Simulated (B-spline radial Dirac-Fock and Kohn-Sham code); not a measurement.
# Elastic and transport cross sections of xenon for electrons

Method: relativistic (Dirac) partial waves in the static field of the Dirac-Fock atom with Furness-McCarthy exchange, without polarisation or absorption potentials. Computed with an atomic code on a B-spline grid. Below a few hundred eV the neglected polarisation potential matters, most of all at small angles. σ_tr1 and σ_tr2 weight the cross section with 1 − P₁ and 1 − P₂ of cos θ; "backward" is the share scattered beyond 90°.

```tsv
energy (eV)	σ (a₀²)	σ_tr1 (a₀²)	σ_tr2 (a₀²)	σ/σ_tr1	backward (%)
251	16.9	6.43	7.60	2.63	15
269	?	?	?	?	?
300	16.3	5.94	6.54	2.75	15
322	16.1	5.72	6.11	2.81	15
368	15.4	5.29	5.34	2.92	15
500	13.8	4.23	3.87	3.26	14
622	12.6	3.50	3.11	3.59	13
661	12.2	3.31	2.93	3.70	12
801	11.2	2.74	2.45	4.10	11
809	11.2	2.71	2.43	4.12	11
869	10.8	2.52	2.28	4.29	10
1000	10.1	2.16	2.02	4.68	9.1
1030	9.97	2.09	1.97	4.76	8.8
1060	9.84	2.03	1.92	4.85	8.6
1190	9.31	1.78	1.74	5.23	7.7
1440	8.49	1.42	1.47	5.97	6.5
1460	8.43	1.40	1.45	6.03	6.4
1500	8.32	1.35	1.42	6.15	6.3
1690	7.85	1.17	1.28	6.71	5.6
2000	7.21	0.945	1.09	7.63	4.8
```

**Question.** Fill in the row for 269 eV.

**Answer.** σ = 16.7 a₀², σ_tr1 = 6.25 a₀², σ_tr2 = 7.20 a₀², σ/σ_tr1 = 2.67, backward 15 %. The ratio σ/σ_tr1 is roughly the number of elastic collisions that randomise the direction.
